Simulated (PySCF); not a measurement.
Electron correlation in Nb³⁺ (niobium, charge +3)

[Kr] 4d2, high-spin 3F determinant. All numbers are calculated (PySCF 2.14, the spin-free X2C one-electron Hamiltonian (Gaussian nucleus), in x2c-TZVPPall with one added diffuse shell each of s, p, d, f type (9s7p7d3f1g, 95 functions)). Frozen: [Ar] 3d10; 10 electrons correlated.

| level | correlation energy (mhartree) |
| --- | --- |
| CCSD | -235.55 |
| (T) | -4.34 |
| CCSD(T) | -239.89 |

Diagnostics: T1 = 0.0039, D1 = 0.0088, largest double amplitude 0.025.

Cost of the coupled-cluster step: about 30 core-seconds, for 10 correlated electrons.

This basis was not built for core-valence correlation, so the inner-shell part is incomplete.
